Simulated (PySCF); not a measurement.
CH₆OSiZn, SMILES [CH3][Zn][O][SiH3].

The structure is a stationary point at PBE0-D3(BJ)/def2-SVP. The structure was generated by enumeration; whether it is a known compound was not checked. The values are those of a single conformer.

Calculation: PySCF with PBE0-D3(BJ)/def2-SVP.

Frequencies are harmonic and unscaled.

A small imaginary wavenumber (i) marks a very flat motion, where grid noise or a shallow saddle decides the sign.

```
mode  ν (cm⁻¹)  IR (km/mol)    moving atoms (share of kinetic energy)
----  --------  -----------  ----------------------------------------
1          15i          0.1                                    H 92 %
2           27          0.5                     H 63 %, O 21 %, C 9 %
3           62          0.1  C 23 %, O 23 %, Si 22 %, H 22 %, Zn 10 %
4          136         11.5           Zn 33 %, O 30 %, C 20 %, H 17 %
5          146         10.1   Zn 33 %, O 28 %, H 15 %, C 14 %, Si 9 %
6          449          7.3   O 30 %, Si 27 %, C 22 %, H 13 %, Zn 8 %
7          609         20.8                   C 45 %, Zn 31 %, H 16 %
8          707         31.8                            H 82 %, C 17 %
9          709         33.8                            H 82 %, C 17 %
10         734         82.8                            H 83 %, Si 9 %
11         744         77.8                    H 80 %, Si 10 %, O 9 %
12         947         90.0                                    H 96 %
13         953         90.8                                    H 96 %
14        1017        321.2                            H 91 %, Si 8 %
15        1056        478.3                           O 77 %, Si 20 %
16        1207          7.1                            H 80 %, C 19 %
17        1429          2.3                                    H 95 %
18        1429          2.2                                    H 95 %
19        2177        212.3                                    H 96 %
20        2187        149.6                                    H 97 %
21        2219        161.4                                    H 97 %
22        3063          6.2                                    H 97 %
23        3171          2.4                             H 91 %, C 9 %
24        3172          2.4                             H 91 %, C 9 %
```
